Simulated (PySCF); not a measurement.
## Energy of Ti⁺ (titanium, charge +1) between two integer charges

The 4s alpha orbital of [Ar] 3d2 4s1 is emptied in steps (occupation f), with all orbitals relaxed, ending at [Ar] 3d2. Computed with PySCF 2.14 in def2-TZVPPD (6s6p4d2f1g, 67 functions), with the non-relativistic Hamiltonian (point nucleus). The exact energy is a straight line in f; departures are measured from the line between the end points of the same method.

| f | UHF (eV) |
| --- | --- |
| 1 | 0.000 |
| 0.75 | 0.016 |
| 0.5 | 0.021 |
| 0.25 | 0.015 |
| 0 | 0.000 |

| method | E(f=0) − E(f=1) (eV) | −ε at f=1 (eV) | −ε at f=0.5 (eV) |
| --- | --- | --- | --- |
| UHF | 12.852 | 12.940 | 12.850 |

Orbital energy along the path (eV):

```csv
f,UHF
1,-12.940
0.75,-12.893
0.5,-12.850
0.25,-12.811
0,-12.775
```

Reference removal energy between the ground levels: 13.575 eV (measured; NIST Atomic Spectra Database, ionization energies). The calculation has no spin-orbit coupling. UHF lacks correlation.
